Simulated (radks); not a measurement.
Spherical quantum dot in the effective-mass picture: electrons in a parabolic well V = omega^2 r^2 / 2 with omega = 0.359, with a point charge +1 (a donor) at the centre, all in effective atomic units (hartree* = m*/eps^2 hartree, bohr* = eps/m* bohr), one dielectric constant everywhere. Method: non-relativistic Kohn-Sham, LDA (Slater exchange, Perdew-Wang correlation), spin-polarised, spherical densities; computed with a radial shooting solver with Libxc functionals. Levels are named by radial order and angular momentum (1s, 1p, 1d, 2s, ...), and open shells are averaged over m.

N = 25, configuration 1s2 1p6 1d10 2s2 1f(up 5, down 0). This is the lowest configuration that the search found. Occupied and some empty levels:

| level | occupation | eigenvalue (hartree*) | <r> (bohr*) |
|---|---|---|---|
| 1s up | 1 | 5.8558 | 2.340 |
| 1s down | 1 | 5.8615 | 2.229 |
| 1p up | 3 | 6.0444 | 4.087 |
| 1p down | 3 | 6.0664 | 4.021 |
| 2s up | 1 | 6.1038 | 3.786 |
| 2s down | 1 | 6.1239 | 3.843 |
| 1d up | 5 | 6.1810 | 4.616 |
| 1d down | 5 | 6.2074 | 4.591 |
| 1f up | 5 | 6.3352 | 4.987 |
| 1f down | 0 | 6.3632 | 4.984 |
| 2p up | 0 | 6.3949 | 4.118 |
| 2p down | 0 | 6.4101 | 4.146 |
| 1g up | 0 | 6.5075 | 5.289 |
| 1g down | 0 | 6.5358 | 5.299 |
| 2d up | 0 | 6.6051 | 4.622 |
| 2d down | 0 | 6.6216 | 4.628 |

Energy (hartree*): total 91.0063, kinetic 7.1408, external 25.509, Hartree 64.869, exchange-correlation -6.5118.
